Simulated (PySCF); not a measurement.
CsBr, SMILES [Br][Cs].

Geometry optimised at B3LYP-D3(BJ)/def2-TZVPD. The def2 effective core potentials stand for the cores of Cs; spin–orbit coupling is left out.

Computed with HF/def2-TZVPD run with PySCF.

The molecule is in vacuum.

Problem. Estimate the frontier levels, gap, dipole moment and polarisability. (Estimate from the structure and the level; the computed values follow.)

Solution. 
- highest occupied level: -8.34 eV
- lowest empty level: -0.27 eV
- orbital gap: 8.07 eV
- dipole moment: 11.84 D
- quadrupole, principal values (traceless, Buckingham form, about the centre of nuclear charge): -7.61, 3.80, 3.80 D·Å
- mean static polarisability: 52.1 bohr³ (7.71 Å³)
- polarisability, principal values: 46.3, 46.3, 63.6 bohr³
